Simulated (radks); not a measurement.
Ru, configuration [Kr] 4d6.5 5s1 5p0.5 (fractional occupations, a model configuration). Calculated with a radial shooting solver on a logarithmic mesh with Libxc functionals: Dirac Kohn-Sham, PBE, spin-unpolarised, spherical densities, finite nucleus; open shells fill j = l - 1/2 first; Fermi nuclear charge, rms radius 4.4809 fm.

Spin-orbit splittings of the eigenvalues, e(l+1/2) - e(l-1/2), with zeta = 2 splitting/(2l+1) and mean radii in bohr:

| shell | occ. | splitting (eV) | zeta (eV) | <r> j=l-1/2 | <r> j=l+1/2 |
|---|---|---|---|---|---|
| 2p | 6 | 130.9 | 87.28 | 0.1236 | 0.1284 |
| 3p | 6 | 22.21 | 14.81 | 0.3956 | 0.4063 |
| 3d | 10 | ? | ? | 0.3821 | 0.3856 |
| 4p | 6 | 3.395 | 2.263 | 1.105 | 1.136 |
| 4d | 6.5 | 0.3380 | 0.1352 | 1.628 | 1.652 |
| 5p | 0.5 | 0.1306 | 0.08704 | 4.737 | 4.928 |

Estimate the 3d splitting.

Answer. 4.328 eV (zeta = 1.731 eV).
